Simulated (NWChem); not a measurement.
AlH₂SF; SMILES [F][AlH][SH]

```xyz
5

Al    -0.5037    -0.5956     0.0000
F      0.6116    -1.8288     0.0000
H     -2.0395    -0.9369     0.0000
S      0.2852     1.4287     0.0000
H     -0.9546     1.9704     0.0000
```
Atoms are numbered in this order, from 1.

Results from NWChem. Structure relaxed at the PBE0/def2-SVP level. GIAO values for the isolated, static molecule; σ is the absolute isotropic shielding, δ = σ(reference) − σ with the isolated reference molecule computed at the same levels (19F: trichlorofluoromethane, 1H: tetramethylsilane).

Predict the results for PBE0/pcSseg-2. Quantities: σ Al1 (ppm); δ F2 (ppm); δ H3 (ppm); σ S4 (ppm); δ H5 (ppm).


| Property | Result |
|---|---|
| σ Al1 (ppm) | 388.2 |
| δ F2 (ppm) | -147.5 |
| δ H3 (ppm) | 4.87 |
| σ S4 (ppm) | 692.0 |
| δ H5 (ppm) | 0.26 |
